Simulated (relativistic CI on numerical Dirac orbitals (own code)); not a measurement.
Slater and spin-orbit integrals, Kr31+

Method of calculation: Dirac-Coulomb-Breit CI, separate exchange-only KLI orbitals for each configuration, model QED, unscaled Slater integrals (own radial code, finite nucleus).

Slater integrals F^k, G^k are unscaled and averaged over j, outside the closed core 1s2; ζ comes from projecting the Hamiltonian with its Breit term on Σ l·s of the shell.

- 2s2 2p: ζ(2p) = 333510 cm⁻¹; <r>(2p) = 0.1468, <r^2>(2p) = 0.02602 (bohr units).
- 2s 2p2: F^2(2p,2p) = 649960, G^1(2s,2p) = 685690, ζ(2p) = 331220 cm⁻¹; <r>(2s) = 0.1713, <r^2>(2s) = 0.0344, <r>(2p) = 0.147, <r^2>(2p) = 0.02609 (bohr units).
- 2p3: F^2(2p,2p) = 648310, ζ(2p) = 328990 cm⁻¹; <r>(2p) = 0.1474, <r^2>(2p) = 0.02622 (bohr units).

Averages of the first 10 configurations, taken without configuration mixing, which lowers the lowest level and can move excited configurations by several eV; other configurations of the list can lie among them:

| Configuration | Parity | States | Average energy above the lowest level (eV) |
| --- | --- | --- | --- |
| 2s2 2p | odd | 6 | 46.4 |
| 2s 2p2 | even | 30 | 179.8 |
| 2p3 | odd | 20 | 341.1 |
| 2p2 3s | even | 30 | 2366.2 |
| 2p2 3p | odd | 90 | 2407.9 |
| 2p2 3d | even | 150 | 2443.9 |
| 2s2 3s | even | 2 | 2109.6 |
| 2s2 3p | odd | 6 | 2155.5 |
| 2s2 3d | even | 10 | 2191.7 |
| 2s 2p 3s | odd | 24 | 2223.8 |
